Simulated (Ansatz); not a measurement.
Frontier orbitals of BGaGeH₆O, SMILES `O[BH][GaH][GeH3]`.

The species carries charge 0 and has multiplicity 1. Correlated methods include outer-core shells of Ga, Ge, which these sets cover unevenly. Scalar relativity is left out up to krypton. Geometry: relaxed with PBE0-D4/def2-TZVP. It is one conformer, not always the lowest. Basis def2-TZVPP, Ansatz.

```json
{"functional": "PBE", "HOMO (eV)": "-5.81", "LUMO (eV)": "-2.67", "gap (eV)": "3.14"}
{"functional": "r2SCAN", "HOMO (eV)": "-6.04", "LUMO (eV)": "-2.46", "gap (eV)": "3.58"}
{"functional": "PBE0", "HOMO (eV)": "-6.87", "LUMO (eV)": "-1.89", "gap (eV)": "4.98"}
{"functional": "B3LYP", "HOMO (eV)": "-6.68", "LUMO (eV)": "-2.14", "gap (eV)": "4.54"}
{"functional": "r2SCAN0", "HOMO (eV)": "-7.02", "LUMO (eV)": "-1.78", "gap (eV)": "5.24"}
{"functional": "LC-ωPBE", "HOMO (eV)": "-9.37", "LUMO (eV)": "0.21", "gap (eV)": "9.58"}
{"functional": "ωB97M-V", "HOMO (eV)": "-8.87", "LUMO (eV)": "-0.18", "gap (eV)": "8.69"}
```

From PBE to PBE0 the HOMO moves by −1.06 eV and the LUMO by +0.78 eV, and with ωB97M-V by −3.06 and +2.48 eV, so the gap grows from 3.14 to 8.69 eV with exact exchange.

B3LYP here is the variant with VWN-RPA as its local correlation; programs differ in this. LC-ωPBE has ω = 0.4 bohr⁻¹.
